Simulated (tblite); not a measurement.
Species: C3H10O3SSi2.
Structure used (GFN2-xTB), in Å, numbered top down from 1:
```xyz
19
C3H10O3SSi2 angstrom
C     -1.9246    1.2558    0.6297
O     -1.2009    0.1810    1.1722
Si    -1.3310   -1.4114    0.9647
S     -1.1014   -2.0619   -1.0813
C      0.6234   -1.5691   -1.4380
C      0.8646   -0.1558   -0.9832
O      0.3345    0.8133   -1.4572
O      1.7355   -0.0910    0.0080
Si     2.1818    1.3054    0.7943
H     -1.6064    1.4370   -0.3988
H     -1.7098    2.1361    1.2358
H     -2.9965    1.0543    0.6474
H     -2.6495   -1.9420    1.2657
H     -0.2067   -1.8546    1.7626
H      1.3000   -2.2607   -0.9384
H      0.7238   -1.6408   -2.5203
H      3.3934    0.7905    1.4193
H      2.4345    2.3649   -0.1750
H      1.1254    1.6582    1.7333
```

Computed values, GFN2-xTB/tblite, gas phase, harmonic and unscaled. This tight-binding method is rough: wavenumbers can miss measured ones by several per cent, in bad cases by 10 to 20. Modes of hydrogen on silicon can be 10 to 20 % off. One conformer, not necessarily the lowest.

Harmonic wavenumbers (cm⁻¹): 32.4, 38.5, 67.2, 82.8, 98.3, 107.1, 119.4, 131.6, 141.3, 172.9, 213.6, 272.6, 339.8, 475.9, 516.9, 556.4, 583.4, 623.0, 628.3, 684.8, 726.7, 730.1, 741.9, 745.1, 774.5, 778.5, 791.3, 802.2, 899.1, 968.6, 1077.5, 1128.9, 1135.5, 1162.5, 1177.9, 1230.6, 1409.4, 1415.6, 1472.6, 1473.8, 1757.1, 2308.0, 2322.0, 2325.5, 2352.0, 2395.2, 2976.9, 2981.5, 2994.8, 2996.8, 3004.9.

A = 1336, B = 796.9, C = 633.4 MHz; mass 181.989 u (most abundant isotopes); point group C1, symmetry number 1.

**Question.** What is the zero-point energy?

**Answer.** ½Σν̃ = 27472 cm⁻¹ = 328.63 kJ/mol.

**Question.** What is S at 200 K and 1 bar for an ideal gas of classical rigid rotors and harmonic oscillators?

**Answer.** Translation 165.46, rotation 122.82, vibration 142.42: S = 430.7 J/(mol K).

**Question.** And Cp and H(200 K) − H(0)?

**Answer.** Cp = 157.36 J/(mol K), of which vibrations give 124.10 (their classical limit is 51 R = 424.0); H(200 K) − H(0) = 20.96 kJ/mol without the zero-point energy, 14.31 from vibrations.

**Question.** Blend soft modes into free rotors: weight 1/[1 + (100 cm⁻¹/ν̃)⁴] for the oscillator and the rest for a rotor with moment μB/(μ + B), μ = h/(8π²ν), B = 10⁻⁴⁴ kg m². What vibrational entropy results?

**Answer.** 128.55 J/(mol K) in place of 142.42, which changes −T·S at 200 K by +2.77 kJ/mol.

**Question.** How do the functions run with temperature in this model?

**Answer.** 
```json
{"T (K)": "100", "S (J/(mol K))": "339.4", "Cp (J/(mol K))": "111.8", "H − H(0) (kJ/mol)": "7.52", "G − H(0) (kJ/mol)": "-26.41", "ln q(vib)": "3.87"}
{"T (K)": "300", "S (J/(mol K))": "503.5", "Cp (J/(mol K))": "204.0", "H − H(0) (kJ/mol)": "39.06", "G − H(0) (kJ/mol)": "-111.98", "ln q(vib)": "12.60"}
{"T (K)": "500", "S (J/(mol K))": "625.7", "Cp (J/(mol K))": "275.3", "H − H(0) (kJ/mol)": "87.51", "G − H(0) (kJ/mol)": "-225.32", "ln q(vib)": "19.86"}
{"T (K)": "800", "S (J/(mol K))": "770.4", "Cp (J/(mol K))": "339.5", "H − H(0) (kJ/mol)": "180.63", "G − H(0) (kJ/mol)": "-435.66", "ln q(vib)": "29.28"}
{"T (K)": "1000", "S (J/(mol K))": "849.2", "Cp (J/(mol K))": "366.8", "H − H(0) (kJ/mol)": "251.41", "G − H(0) (kJ/mol)": "-597.81", "ln q(vib)": "34.79"}
```

q(vib) and H(0) count from the zero-point level.

**Question.** What must be added to the electronic energy to get the Gibbs energy at 200 K and 1 bar?

**Answer.** ZPE + [H(200 K) − H(0)] − T·S = 328.63 + 20.96 − 86.14 = 263.45 kJ/mol.

Hindered rotation and anharmonicity are outside this model. Other conformers, if any are populated, would add a mixing term that is left out. The structure is chiral; the term R ln 2 for an equal mix with its mirror image is left out.
